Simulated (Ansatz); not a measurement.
`[Cl][InH][SeH]` + H₂ → `[SeH][InH2]` + HCl at 500 K and 1 bar (hydrogenolysis of the In–Cl bond).

Isolated molecules relaxed with PBE0-D4/def2-TZVP in Ansatz; ΔE leaves out vibrations. CBS: MP2 limit from def2 TZ/QZ plus the TZ coupled-cluster correction, frozen cores. This one scheme is used for every species. Elements past krypton have def2 core potentials. For In, Se outer-core shells are correlated without core-valence functions, which leaves a few kJ/mol of doubt a bond. Scalar relativity is left out up to krypton. Each species was taken in one conformer, which may not be the lowest.

```json
{"species": "`[Cl][InH][SeH]`", "CCSD(T)/CBS energy (Eh)": "-3051.57859", "H − E (kJ/mol)": "74.4", "S (J/(mol·K))": "384.8"}
{"species": "H₂", "CCSD(T)/CBS energy (Eh)": "-1.17544", "H − E (kJ/mol)": "41.0", "S (J/(mol·K))": "145.5"}
{"species": "`[SeH][InH2]`", "CCSD(T)/CBS energy (Eh)": "-2592.33228", "H − E (kJ/mol)": "82.0", "S (J/(mol·K))": "341.7"}
{"species": "HCl", "CCSD(T)/CBS energy (Eh)": "-460.38127", "H − E (kJ/mol)": "32.5", "S (J/(mol·K))": "201.9"}
```

H − E and S are ideal-gas, rigid-rotor, harmonic terms from PBE0-D4/def2-TZVP, for one conformer and one mirror image of each species. The MP2-based limit puts H₂ 0.8 mEh under its directly extrapolated value; such offsets cancel only in part. 1 Eh = 2625.50 kJ/mol, R = 8.31446 J/(mol·K).

**Question.** By hand: ΔE, ΔH, ΔS and ΔG.

**Answer.** ΔE = (-2592.33228) + (-460.38127) − (-3051.57859) − (-1.17544) = 0.04048 Eh = 106.3 kJ/mol. Δ(H − E) = 82.0 + 32.5 − 74.4 − 41.0 = -0.9, so ΔH = 105.4 kJ/mol. ΔS = 341.7 + 201.9 − 384.8 − 145.5 = 13.3 J/(mol·K). ΔG = 105.4 − 500 × (13.3)/1000 = 98.8 kJ/mol.

**Question.** By hand: the equilibrium constant, and the temperature at which ΔG would vanish if ΔH and ΔS stayed fixed.

**Answer.** log₁₀ K = −ΔG/(RT ln 10) = -10.3. ΔG = 0 at ΔH/ΔS = 7925 K, far beyond where these terms or the molecules hold.

The number of gas molecules stays the same, so ΔS is small and ΔH decides. A doubt of 5 kJ/mol in ΔE shifts log₁₀ K by 0.5 here. Other conformers and mirror images would add mixing entropy, several J/(mol·K) or more a flexible species. These are equilibria of isolated gas molecules and say nothing of rates. Largest T1 diagnostic: 0.013 (customary marks: 0.02 for closed shells, 0.045 for open ones).
